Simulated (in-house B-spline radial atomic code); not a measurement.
Values are calculated unless marked as measured or tabulated.
## Ghost states of the separable form: F

F, [He] 2s2 2p5, non-relativistic PBE, spherical and spin-unpolarised, from a B-spline radial code for spherical atoms (atomic units; all potentials screened as in the neutral atom).

Troullier-Martins channels: 2s (ε = -1.0959, r_c = 0.668 bohr), 2p (ε = -0.4087, r_c = 0.901 bohr). In the Kleinman-Bylander form one channel serves as the local potential, and each other channel l becomes |δV u><u δV|/<u|δV|u>, with δV = V_l − V_local and u the pseudo-orbital. Its strength is E_KB = <u|δV²|u>/<u|δV|u>. By the analysis of Gonze, Stumpf and Scheffler a spurious state lies below the reference level ε if E_KB > 0 and ε is above the second level of the local potential alone, or if E_KB < 0 and ε is above its first. The table's levels are those of angular momentum l in a sphere of 9 bohr, whose wall can lift a shallow ε a little above its free-atom value.

```csv
local,channel,<u δV u>,<u δV² u>,ε,first local level,second local level
p,s,1.1267,17.288,-1.0958,-6.6086,-0.1412
s,p,-1.6979,26.244,-0.4087,-0.0161,0.1549
```

Task: Apply the rule to each row.

Result: Local p, channel s: E_KB = +15.3, so ε = -1.0958 is set against -0.1412: no ghost. Local s, channel p: E_KB = -15.5, so ε = -0.4087 is set against -0.0161: no ghost.

Diagonalising the separable Hamiltonian gives:

```tsv
local	channel	three lowest levels	all-electron, two lowest valence levels
p	s	-1.0958, 0.0177, 0.2495	-1.0958, 0.0177
s	p	-0.4087, 0.0860, 0.3337	-0.4087, 0.0860
```

Task: Which choices of local channel are safe?

Result: All are free of ghosts. Among the safe choices the second level, which tests transfer, is off by at most 0.0 millihartree (s local), 0.0 millihartree (p local).
